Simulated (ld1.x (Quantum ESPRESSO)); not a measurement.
rhodium (Rh), TM: configuration errors across variants

rhodium, norm-conserving Troullier–Martins (Kleinman–Bylander form), made with ld1.x (Quantum ESPRESSO) 7.5 (PBEsol, scalar-relativistic). Core [Kr], reference 4d8 5s1 5p0. Waves: 5s (bound): rc 2.75 bohr; 5p (bound, empty): rc 2.75 bohr; 4d (bound): rc 1.30 bohr; 4f channel at 0.4 Ry: rc 3.00 bohr. Local part: the f channel. Core correction: Bessel-smoothed model core, default radius (core density twice the valence density).

All-electron excitation energies from the reference (eV): (1) 4d8 5s0 5p0 7.462; (2) 4d7 5s0 5p0 26.971; (3) 4d6 5s0 5p0 59.464; (4) 4d5 5s0 5p0 106.388; (5) 4d9 5s0 5p0 -0.913.

Tests that are not counted but printed errors over 1 eV. “base”: 4d7 5s1 5p1 (solver errors, printed error -510 eV); 4d7 5s2 5p0 (solver errors, printed error -542 eV).

A true bound ghost makes a file unfit for plane-wave use even where its test errors are small: the radial tests pick states by their node count and pass the ghost by. Where a test does run into it, the solver fails or the error is huge.

Errors AE − PS in meV (a dash: test not solved or not reliable):

| change | (1) | (2) | (3) | (4) | (5) | bound ghosts |
| --- | --- | --- | --- | --- | --- | --- |
| base | -15 | -7.1 | -120 | -568 | -22 | s |
| all radii but the core radius scaled by about 0.78 (s 2.14, p 2.14, d 1.02, f 2.34 bohr) | -13 | +28 | +140 | +240 | +6.4 | s, p |
| all radii but the core radius scaled by about 1.08 (s 2.98, p 2.98, d 1.40, f 3.24 bohr) | -14 | -11 | -141 | -636 | -15 | none |
| all radii but the core radius scaled by about 1.16 (s 3.18, p 3.18, d 1.50, f 3.46 bohr) | -13 | -26 | -196 | -774 | -5.5 | none |
| all radii but the core radius scaled by about 1.25 (s 3.44, p 3.44, d 1.62, f 3.74 bohr) | -14 | -55 | -294 | -989 | +6.1 | none |
| all radii but the core radius scaled by about 1.35 (s 3.70, p 3.70, d 1.76, f 4.04 bohr) | -17 | -102 | -437 | -1279 | +19 | none |

Problem. Give the same row for: all radii but the core radius scaled by about 0.86 (s 2.38, p 2.38, d 1.12, f 2.58 bohr).

Solution. -16, -12, -124, -533, -28; bound ghosts: s.
